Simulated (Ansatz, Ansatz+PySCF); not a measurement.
```xyz
3

C     0.0000    0.0000   -1.2968
C     0.0000    0.0000    0.0000
O     0.0000    0.0000    1.1105
```

Basis set: def2-SVP (spherical functions). Correlated methods keep 3 orbitals frozen. Correlation on ROHF uses semicanonical orbitals with singles. Charge 0, multiplicity 3.

Computed with Ansatz (development build ahead of 0.2.0); each method stands on the lowest determinant of its kind that the runs found.

Q: Give the atomization energy at this shape (free ground-state atoms in the same class of orbitals less the molecule, no zero-point energy) of triplet C₂O by ROHF-CCSD(T), ROHF-MP2, UHF-MP2, ROHF, UHF.

A:

```csv
method,atomization energy
ROHF-CCSD(T),1211.5 kJ/mol
ROHF-MP2,1279.1 kJ/mol
UHF-MP2,1268.4 kJ/mol
ROHF,859.6 kJ/mol
UHF,851.9 kJ/mol
```

Caution: the shape is not the minimum.
